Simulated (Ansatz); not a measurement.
Reaction (cleavage of the B–Si bond): `C[SiH](F)B[SiH3]` + `CNC` → `CN(C)B[SiH3]` + `C[SiH2]F`

Gas-phase electronic energies from Ansatz, PBE0-D4/def2-TZVP geometries. CCSD(T)/CBS is the MP2 limit (def2-TZVPP, def2-QZVPP) plus CCSD(T) − MP2 in def2-TZVPP, frozen cores. DFT in def2-TZVPP. One conformer a species, not always the lowest.

```tsv
level	ΔE (kJ/mol)
PBE-D4	-176.7
PBE0-D4	-176.2
ωB97M-V	-184.0
PBE0	-174.8
```

Problem. What does CCSD(T)/CBS give? (Estimate.)

Solution. Ansatz gave: -183.2 kJ/mol. The listed levels differ from it by 6.5, 7.0, -0.8, 8.4 kJ/mol.

Largest T1 diagnostic among the species: 0.013.

In def2-TZVPP, CCSD(T) changes the Hartree–Fock value by −17.5 kJ/mol (the triples alone add −4.4 kJ/mol) and MP2 by −26.9 kJ/mol.
